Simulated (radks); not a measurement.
Results of a calculation; reference values are marked as such.
Effect of the nuclear size on the nickel ion Ni+, [Ar] 3d9. Code: a radial shooting solver on a logarithmic mesh with Libxc functionals. Model: Dirac Kohn-Sham, PBE, spin-unpolarised, spherical densities, finite nucleus; open shells fill j = l - 1/2 first; Fermi nuclear charge, rms radius 3.7757 fm. The rms radius is varied about that value; shifts are against it.

rms radius (fm)  total energy shift (eV)  density at nucleus (e/bohr^3)  1s1/2 shift (meV)  2s1/2 shift (meV)  3s1/2 shift (meV)
3.0772                           -0.0532                       1.98e+04              -22.6              -2.12             -0.316
3.4774                           -0.0240                      1.968e+04              -10.2             -0.955             -0.143
3.7757                                 0                       1.96e+04              0.000              0.000              0.000
4.1382                            0.0316                      1.951e+04               13.5               1.26              0.188
4.4402                            0.0601                      1.944e+04               25.6               2.39              0.358

Slopes of the eigenvalues against <r^2> in GHz/fm^2, as finite differences over the two radii next to the reference (eigenvalue slopes, not the field-shift constants of lines): 1s1/2 1140, 2s1/2 106, 3s1/2 15.9.
